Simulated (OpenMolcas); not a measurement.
An OpenMolcas run meant for F2+ (ANO-L-VQZP, non-relativistic; inactive shells 1s 2s; intended active space 3 electrons in 3 orbitals (2p)). One step of its input:

```
&CASPT2
Multistate=1 1
Frozen=0 0
IPEA=-0.5
Imaginary=0.1
MaxIter=60
WThr=0.0 0.3 0.05
PrWF=0.5
NoMix
```

The run finished. Its levels beside those of a sound run (SS-CASPT2, IPEA 0.25 Eh, imaginary shift 0.1 Eh (closed shells correlated: 1s 2s)), in cm⁻¹ above each run's lowest level:

| Level | This run | Usual run |
| --- | --- | --- |
| 2s² 2p³ ⁴S°_3/2 | 0.0 | 0.0 |
| 2s² 2p³ ²D°_3/2 | 34944 | 34931 |
| 2s² 2p³ ²D°_5/2 | 34953 | 34939 |
| 2s² 2p³ ²P°_1/2 | 54568 | 54910 |
| 2s² 2p³ ²P°_3/2 | 54579 | 54921 |

Question: Which setting is unsound, and how much does it matter here?

Answer: The IPEA shift is negative. Against the sound run the excited levels shown move by 180 cm-1 on average and by 340 cm-1 at most.

Term energies are means over components that CASPT2 splits; among the terms shown or strongly mixed into the levels shown the widest spread is 1700 cm-1 (2s² 2p³ ²D°, this run). With the s shell closed, the reference lacks s² → p² mixing. Levels of configurations outside the active space are missing.

° marks odd parity.
